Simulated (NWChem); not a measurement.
SeCl$_{2}$; SMILES Cl[Se]Cl

Computed with NWChem. The geometry was optimised at B3LYP/6-31G* (spherical d). Total energies compare along this basis series because the functional is fixed.

```csv
level,basis functions,energy (Ha),highest occupied level (eV),orbital gap (eV),dipole (D),relative time
PBE/def2-SVP,68,-3320.6368,-5.65,2.00,1.09,1
PBE/def2-SVPD,95,-3320.6575,-6.00,1.89,1.06,2
PBE/def2-TZVP,122,-3321.2610,-5.85,2.01,1.03,4
PBE/def2-TZVPP,132,-3321.2612,-5.85,2.01,1.03,4
PBE/def2-QZVP,215,-3321.3448,-5.91,2.00,1.05,8
```

Times are rough ratios from one shared machine.
